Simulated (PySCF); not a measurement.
methylcyclobutane (C₅H₁₀), SMILES C1CC(C)C1.

Geometry optimised at PBE-D3(BJ)/def2-SVP.

Method: PBE-D3(BJ)/def2-SVP (PySCF).

Harmonic, unscaled wavenumbers; measured fundamentals usually lie a few per cent lower.

Computed vibrational spectrum:
| mode | ν (cm⁻¹) | IR (km/mol) | moving atoms (share of kinetic energy) |
|---|---|---|---|
| 1 | 149 | 0.0 | H 52 %, C 48 % |
| 2 | 229 | 0.1 | H 94 % |
| 3 | 308 | 0.1 | C 56 %, H 44 % |
| 4 | 404 | 0.1 | H 50 %, C 50 % |
| 5 | 587 | 2.8 | C 60 %, H 40 % |
| 6 | 738 | 0.1 | H 65 %, C 35 % |
| 7 | 757 | 1.0 | H 82 %, C 18 % |
| 8 | 868 | 1.2 | C 54 %, H 46 % |
| 9 | 879 | 0.0 | H 51 %, C 49 % |
| 10 | 903 | 1.3 | H 78 %, C 22 % |
| 11 | 929 | 1.8 | C 53 %, H 47 % |
| 12 | 947 | 0.5 | H 96 % |
| 13 | 967 | 0.5 | C 63 %, H 37 % |
| 14 | 1095 | 1.6 | H 53 %, C 47 % |
| 15 | 1105 | 0.1 | C 62 %, H 38 % |
| 16 | 1142 | 0.4 | C 55 %, H 45 % |
| 17 | 1164 | 0.0 | H 67 %, C 33 % |
| 18 | 1204 | 0.0 | H 74 %, C 26 % |
| 19 | 1204 | 0.3 | H 73 %, C 27 % |
| 20 | 1212 | 0.7 | H 81 %, C 19 % |
| 21 | 1229 | 0.9 | H 63 %, C 37 % |
| 22 | 1246 | 0.1 | H 64 %, C 36 % |
| 23 | 1318 | 3.6 | H 70 %, C 30 % |
| 24 | 1348 | 5.6 | H 64 %, C 36 % |
| 25 | 1398 | 1.5 | H 92 %, C 8 % |
| 26 | 1404 | 1.6 | H 93 % |
| 27 | 1416 | 8.7 | H 96 % |
| 28 | 1417 | 3.0 | H 95 % |
| 29 | 1436 | 2.1 | H 85 %, C 15 % |
| 30 | 2957 | 26.5 | H 97 % |
| 31 | 2970 | 9.3 | H 92 % |
| 32 | 2977 | 56.5 | H 95 % |
| 33 | 2982 | 20.5 | H 94 % |
| 34 | 2993 | 31.8 | H 94 % |
| 35 | 3037 | 12.5 | H 90 %, C 10 % |
| 36 | 3042 | 25.2 | H 90 %, C 10 % |
| 37 | 3045 | 21.5 | H 91 %, C 9 % |
| 38 | 3047 | 15.5 | H 91 %, C 9 % |
| 39 | 3057 | 58.5 | H 90 %, C 10 % |
